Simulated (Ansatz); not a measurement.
Basis-set extrapolation for `[BH3-][P+](F)(F)F` (PBE0-D4/def2-TZVP geometry, frozen core, Ansatz 0.2.0). Multiplicity 1, RHF reference.

|  | def2-TZVPP | def2-QZVPP |
| --- | --- | --- |
| HF | -665.739273 | -665.766142 |
| MP2 correlation | -1.028100 | -1.121617 |
| CCSD(T) correlation | -1.083503 | not run |

Energies in hartree. Use E(X) = E(∞) + A·exp(−7.88·√X) for Hartree–Fock and E(X) = E(∞) + B·X^(−2.97) for correlation, with X = 3 and 4, and add CCSD(T) minus MP2 of the smaller set to the MP2 limit.

Q: What is the CCSD(T) energy at the basis-set limit?

A: HF limit: -665.766142 + (-0.026869) × 0.13774 = -665.76984. MP2 limit: -1.121617 + (-0.093517) × 0.74074 = -1.19089. Higher-order term: -1.083503 − (-1.028100) = -0.05540. Total: -667.01613 hartree, 507.7 kJ/mol below CCSD(T)/def2-TZVPP.
